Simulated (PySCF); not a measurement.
**Dipole moment and polarisability of `CCC[C@H]1CC[CH2][GeH2]1`**

C7H16Ge.
Atom-mapped SMILES: `[CH3:1][CH2:2][CH2:3][C@H:4]1[CH2:5][CH2:6][CH2:7][GeH2:8]1` (hydrogens: H9, H10, H11 on C1; H12, H13 on C2; H14, H15 on C3; H16 on C4; H17, H18 on C5; H19, H20 on C6; H21, H22 on C7; H23, H24 on Ge8)

Cartesian coordinates in Å at the PBE0-D3(BJ)/def2-SVP level; atoms count from 1:
```
atom  x, y, z in Å
C1    -3.573   -0.386   -0.269
C2    -2.185   -0.195   -0.860
C3    -1.120    0.114    0.184
C4     0.270    0.343   -0.391
C5     1.324    0.743    0.650
C6     2.731    0.590    0.068
C7     2.903   -0.825   -0.500
Ge8    1.131   -1.210   -1.276
H9    -3.585   -1.212    0.461
H10   -3.911    0.521    0.257
H11   -4.318   -0.617   -1.045
H12   -1.895   -1.103   -1.419
H13   -2.206    0.620   -1.605
H14   -1.083   -0.710    0.920
H15   -1.430    1.008    0.757
H16    0.214    1.139   -1.156
H17    1.225    0.083    1.532
H18    1.153    1.771    1.014
H19    3.499    0.823    0.825
H20    2.862    1.330   -0.742
H21    3.730   -0.900   -1.220
H22    3.101   -1.550    0.306
H23    1.094   -1.152   -2.817
H24    0.548   -2.563   -0.815
```

Level: PBE0/def2-SVPD (PySCF), static field, nuclei fixed, core orbitals frozen in the response. The polarisability tensor in these axes (au):

```
x   131.26   1.14   0.66
y     1.14 105.84   8.94
z     0.66   8.94 105.49
```

Q: Give the principal values, the mean and the anisotropy Δα = √{½[(α1 − α2)² + (α2 − α3)² + (α1 − α3)²]}.

A: Principal values 96.72, 114.51 and 131.36 au; mean 114.20 au = 16.92 Å³ = 18.83 × 10⁻⁴⁰ C²·m²/J; Δα = 30.00 au (26 % of the mean).

Q: What is the dipole moment, and where does it point?

A: (0.17, 0.56, 0.35) D, 0.68 D in size, pointing from the negative to the positive side. Measured along this direction, the outermost atoms are H24 at the negative end and H18 at the positive end.

Q: How large is μ²/3kT at 350 K beside α?

A: In Gaussian units μ²/3kT = 3.21 Å³ against 16.92 Å³, a ratio of 0.19; the Debye molar polarisation (4π/3)N_A(α + μ²/3kT) is 50.8 cm³/mol, leaving out the vibrational part.

Q: Give the eigenvalues of the traceless quadrupole moment Θ = ½Σq(3rr − r²1), origin at the centre of nuclear charge.

A: -1.75, 0.29, 1.46 D·Å. The values depend on the origin, since the dipole doesn't vanish. The electronic extent ⟨r²⟩ about the same centre is 1830 bohr², a root-mean-square distance of 2.39 Å for the 90 electrons.

Q: Find the Langevin capture rate constant for NO+ (29.998 u) meeting this molecule (174.046 u), k = 2.342 × 10⁻⁹ cm³/s × √(α in Å³ / reduced mass in u).

A: The reduced mass is 25.59 u, so k = 1.90 × 10⁻⁹ cm³/s. The formula leaves out the permanent dipole, which adds to the capture rate.

Q: What depolarisation ratio follows for Rayleigh scattering of linearly polarised light, taking the static tensor?

A: ρ = 3Δα²/(45ᾱ² + 4Δα²) = 2699.6/(586843 + 3599.4) = 0.00457.

Q: Estimate the molar refractivity from the static electronic polarisability.

A: Lorentz–Lorenz: R = (4π/3)N_A α = 2.5225 cm³/(mol·Å³) × 16.92 Å³ = 42.7 cm³/mol, in the limit of long wavelengths.

Geometry: PBE0-D3(BJ)/def2-SVP, one conformer, isolated molecule. The calculation is non-relativistic, for germanium too.
